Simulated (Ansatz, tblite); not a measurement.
Series SnX2: vertical IE (eV) at several levels, gas phase, relaxed structures; Ansatz, xTB through tblite. Core potentials for Sn in the def2 sets, no spin–orbit coupling. Raw xTB energies of ions are shifted by several eV. A dash marks a value that wasn't run or was left out as unsound. The structures are stationary points that may keep the symmetry of their start. Remarks come from the PBE and PBE0 runs and from stability tests at other levels; not every state was tested. HOMO above LUMO (over both spins in singlets and doublets, within one spin in higher multiplets; at PBE or PBE0), or a gap under 0.15 eV within one spin, warns that the state may not be the lowest or that an electron is smeared out.

```
                   species               state             geometry  GFN1-xTB  GFN2-xTB  PBE-D4/def2-TZVP  r2SCAN-D4/def2-TZVP  PBE0-D4/def2-TZVP                                                    remarks
                     SnCl2  singlet to doublet     PBE-D4/def2-TZVP     15.07     14.41              9.92                10.09              10.13                                                          –
                      SnF2  singlet to doublet    PBE0-D4/def2-TZVP     17.07     16.79             10.97                11.09              11.17                                                          –
                      SnH2  singlet to doublet  r2SCAN-D4/def2-TZVP     15.08     14.56              8.93                 8.92               8.94                                                          –
                     SnBr2  singlet to doublet    PBE0-D4/def2-TZVP     14.81     14.64              9.44                 9.62               9.65                                                          –
         Sn(NH2)2 (SnN2H4)  singlet to doublet    PBE0-D4/def2-TZVP     13.68     13.33              8.39                 8.43               8.58                                                          –
            SnMe2 (C2H6Sn)  singlet to doublet    PBE0-D4/def2-TZVP     13.71     12.69              7.87                 7.87               7.92                                                          –
Sn(N(SiH3)2)2 (Si4SnN2H12)  singlet to doublet   r2SCAN-D4/def2-SVP     13.12     12.14              8.35                    –               8.62  gap within one spin near zero at PBE or PBE0 (+1 doublet)
     Sn(OtBu)2 (C8H18O2Sn)  singlet to doublet   r2SCAN-D4/def2-SVP     13.84     12.55              8.16                    –               8.56                                                          –
```

Over the 6 species that have every level, the mean is 14.90 at GFN1-xTB, 14.40 at GFN2-xTB, 9.25 at PBE-D4/def2-TZVP, 9.34 at r2SCAN-D4/def2-TZVP, 9.40 at PBE0-D4/def2-TZVP.
